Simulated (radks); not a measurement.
Results of a calculation; reference values are marked as such.
Ionisation of the platinum ion Pt2+, [Xe] 4f14 5d8, to [Xe] 4f14 5d7 as the strength of local exchange is varied. Code: a radial shooting solver on a logarithmic mesh with Libxc functionals. Model: Dirac Kohn-Sham, Slater X-alpha exchange (alpha = 2/3 is LDA exchange), no correlation, spin-unpolarised, spherical densities, point nucleus; open shells are shared between the two j in proportion to 2j + 1.

alpha,E(Pt2+) (hartree),exchange (hartree),IE (eV),-e of the level emptied (eV),<r> of it (bohr)
0.604,-18395.5456,-305.6813,29.841,23.061 (5d5/2),1.614
0.619,-18403.1387,-313.4095,30.111,23.306 (5d5/2),1.609
0.64,-18413.7746,-324.2400,30.492,23.652 (5d5/2),1.602
0.667,-18427.4588,-338.1839,30.986,24.101 (5d5/2),1.593
0.869,-18530.1775,-443.1839,34.842,27.625 (5d5/2),1.530
0.992,-18593.0177,-507.7051,37.325,29.914 (5d5/2),1.495

NIST Atomic Spectra Database: 29 +/- 1.6 eV (theoretical). The central value is not met in this range of alpha. Spin polarisation and multiplet splitting are left out, so open shells lie too high by an amount that depends on their filling. Sharing an open shell by 2j + 1 raises it above the true ground level by a part of the spin-orbit splitting, which enters the differences from NIST.

Beside tabulated values, note that spin-unpolarised runs miss the spin-polarisation part of the exchange energy of open shells.
